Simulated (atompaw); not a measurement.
# Before and after: PAW (atompaw) potential for As

atompaw 4.2.0.5 input, output lines left out:

```
As 33
GGA-PBE scalarrelativistic loggrid 1500 logderivrange -3 5 201
4 4 3 0 0 0
4 0 1
4 1 4
0 0 0
c
c
c
v
c
c
v
c
2
1.75 1.75 1.15 1.50
y
0.25
n
y
0.2
n
y
0.1
y
2.35
n
custom rrkj gramschmidtortho sinc
3 0.5 troulliermartins
1.75
1.75
1.75
1.75
1.75
1.30
```

Change: local potential troulliermartins scheme with l = 3 at 0.5 Ry, radius 0.94 bohr.

Cutoffs: the cutoffs (Ry, on a coarse ladder) from which the occupation-weighted sum of valence levels, in a spherical-Bessel basis at the reference potential, stays within 10 and 1 mRy of its value at 400 Ry; they do not see the model core or the augmentation charge, which bear on the density cutoff.

What does the change do?

The potential gets harder (8 Ry and 12 Ry → 8 Ry and 21 Ry); the bound ghosts move from d, s to d, p, s. A state that the projectors do not describe sees the local part alone, so a deeper or shallower local part can create or remove a ghost.

| quantity | base | changed |
| --- | --- | --- |
| cutoff, loose | 8 Ry | 8 Ry |
| cutoff, tight | 12 Ry | 21 Ry |
| bound ghosts | s, d | s, p, d |
| s: phases at 1.76 bohr within 0.05 rad from the reference energy up to (Ry; the scan ends near 5) | to the end of the scan | to the end of the scan |
| p: phases at 1.76 bohr within 0.05 rad from the reference energy up to (Ry; the scan ends near 5) | 4.6 | to the end of the scan |
| d: phases at 1.76 bohr within 0.05 rad from the reference energy up to (Ry; the scan ends near 5) | to the end of the scan | to the end of the scan |
| lowest overlap eigenvalue by channel | s 0.21, p 0.47, d 1.00 | s 0.07, p 0.41, d 1.00 |

 A true bound ghost makes a file unfit for plane-wave use even where its test errors are small: the radial tests pick states by their node count and pass the ghost by. The cutoffs see the waves, projectors and local potential, not the compensation charge or the core.
